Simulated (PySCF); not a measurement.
## C₆ coefficients of unlike pairs at TPSS

Calculated with PySCF 2.14 from the dipole response of each species, C₆(A,B) = (3/π) ∫ α_A(iu) α_B(iu) du, in atomic units, from isotropic polarisabilities. For ions this is the dispersion term alone; charge-induced terms of lower order in 1/R come first.

```
species           configuration                                                                           basis      relativity  α (bohr³)  C₆ (like pair)
    Rb⁺               [Kr] (1S)  x2c-TZVPPall with one added diffuse shell each of s, p, d, f type (9s7p7d3f1g)   spin-free X2C      9.110           54.73
    In⁺      [Kr] 4d10 5s2 (1S)    x2c-TZVPPall with one added diffuse shell each of s, p, d, f type (9s7p5d3f)   spin-free X2C      24.91           173.1
      P       [Ne] 3s2 3p3 (4S)                                                        dyall-acv3z (19s12p6d4f)            none      26.71           200.9
    As⁺  [Ar] 3d10 4s2 4p2 (3P)                                       aug-cc-pwCVDZ-PP with ECP10MDF (6s5p4d1f)  core potential      16.95           104.1
```

Question: Estimate C₆ for P with In⁺.

Answer: The integral gives 185.1. The combination rule 2 C_A C_B / (C_A α_B/α_A + C_B α_A/α_B) gives 186.5 and the geometric mean 186.5.

No spin-orbit coupling is included.

The other pairs:

| pair | C₆ |
| --- | --- |
| As⁺, Rb⁺ | 72.66 |
| As⁺, P | 143.5 |
| In⁺, Rb⁺ | 92.20 |
| P, Rb⁺ | 97.10 |
| As⁺, In⁺ | 133.3 |
